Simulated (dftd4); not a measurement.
C2H6ClGa (SMILES [CH3][Ga]([CH3])[Cl]), singlet, geometry from GFN2-xTB (such geometries of metal compounds can be far from the true shape); D4 for pbe (dftd4).

The dftd4 input:
```
$ dftd4 mol.xyz --func pbe --charge 0 --json dftd4.json --noedisp --property

# file mol.xyz
10

Ga    -0.23882611     0.10083400    -0.14092768
C     -1.80146295    -1.21572828    -0.23393842
H     -1.48974737    -2.11234972    -0.77670352
H     -2.67761150    -0.79304802    -0.72665403
H     -2.07741138    -1.52198383     0.77883123
C     -0.06504875     2.00184560    -0.87573406
H      0.73235088     2.03166984    -1.62340480
H      0.21697965     2.67872738    -0.06457972
H     -0.98796556     2.36112255    -1.33204575
Cl     1.46388735    -0.61686449     0.86890290
```

Task: What does dftd4 print? Leave out banner, timings and long lists.

Result: 
```
                    ____  _____ _____     ____  _  _
      -------------|  _ \|  ___|_   _|---|  _ \| || |------------
     |             | | | | |_    | | ___ | | | | || |_           |
     |             | |_| |  _|   | ||___|| |_| |__   _|          |
     |             |____/|_|     |_|     |____/   |_|            |
     |             ===================================           |
     |            E. Caldeweyher, S. Ehlert & S. Grimme          |
     |          Mulliken Center for Theoretical Chemistry        |
     |                    University of Bonn                     |
      -----------------------------------------------------------

Rational (Becke-Johnson) damping: pbe-D4-ATM
---------------------
  s6         1.0000
  s8         0.9595
  s9         1.0000
  a1         0.3857
  a2         4.8069
 alp        16.0000
--------------------

Atomic data, radii in Ångström:
------------------------------------------------------
   Z          R(cov)      r4/r2   hardness         EN
------------------------------------------------------
  31 Ga       1.4933     3.2394     0.3076     1.8100
   6 C        1.0000     1.6431     0.4220     2.5500
   1 H        0.4267     1.0622     0.4726     2.2000
  17 Cl       1.3200     1.9735     0.4312     3.1600
------------------------------------------------------

Atomic reference systems (in atomic units):
----------------------------------------------------------------------------
   Z        #      CN     q+Z       C6(AA)   #      CN     q+Z       C6(AA)
----------------------------------------------------------------------------
  31 Ga     1  0.0000 31.0000     493.8971   2  0.8882 31.0287     423.7069
            3  1.7872 31.0451     253.8416
   6 C      1  0.0000  6.0000      49.3833   2  0.9189  5.8288      52.1688
            3  1.9079  5.8579      35.6972   4  2.8312  5.7775      35.8445
            5  3.7487  5.7435      28.6317   6  2.9183  5.8956      32.2504
            7  0.8556  6.2103      25.6194
   1 H      1  0.0000  1.0000       7.6362   2  0.8942  1.0000       3.0374
  17 Cl     1  0.0000 17.0000      92.6806   2  0.8444 16.8495     101.8771
----------------------------------------------------------------------------

Atomic properties (in atomic units):
----------------------------------------------------------------------------
     #    Z              CN          q      C6(AA)        C8(AA)   alpha(0)
----------------------------------------------------------------------------
     1   31 Ga       2.4947     0.3177    245.7946    27631.7764    34.3325
     2    6 C        3.6238    -0.3191     30.8821      893.1647     8.0928
     3    1 H        0.9241     0.0916      1.8635       22.5265     2.1348
     4    1 H        0.9245     0.0880      1.8989       22.9546     2.1550
     5    1 H        0.9241     0.0920      1.8600       22.4844     2.1328
     6    6 C        3.6237    -0.3191     30.8822      893.1662     8.0928
     7    1 H        0.9241     0.0915      1.8645       22.5393     2.1354
     8    1 H        0.9241     0.0921      1.8590       22.4717     2.1322
     9    1 H        0.9245     0.0880      1.8989       22.9548     2.1550
    10   17 Cl       0.7923    -0.2225    104.0445     4341.1074    15.5913
----------------------------------------------------------------------------

Molecular properties (in atomic units):
----------------------------------------
 molecular C6                1998.2159
 molecular C8              100168.1906
----------------------------------------

Dispersion energy:      -7.0974482133597E-03 Eh

[Info] JSON dump of results written to 'dftd4.json'
```
